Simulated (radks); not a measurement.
Results of a calculation; reference values are marked as such.
Q: These are the eigenvalues of the occupied orbitals of an atom or ion with whole-number occupations (eV). Code: a radial shooting solver on a logarithmic mesh with Libxc functionals. Model: non-relativistic Kohn-Sham, TPSS, spin-polarised, spherical densities, point nucleus; meta-GGA in the generalised Kohn-Sham scheme.

orbital  eigenvalue
1s up     -9040.645
1s down   -9040.644
2s up     -1328.459
2s down   -1327.270
2p up     -1198.102
2p down   -1197.178
3s up     -359.5172
3s down   -357.4923
3p up     -317.3743
3p down   -315.2793
3d up     -248.6918

Which element is it, and in what charge state? The configuration may be excited. Open shells, if any, are filled with parallel spins first.

A: Z = 29, copper, charge +10: Cu10+ in [Ar] 3d1. The list shows which subshells hold electrons but not how many an open one holds; the 1s level, -332.24 hartree, gives Z - s = 25.8 by -(Z - s)^2/2, which with screening narrows Z to a few neighbours, and the depths of the outer levels then fix element, charge and occupations together.
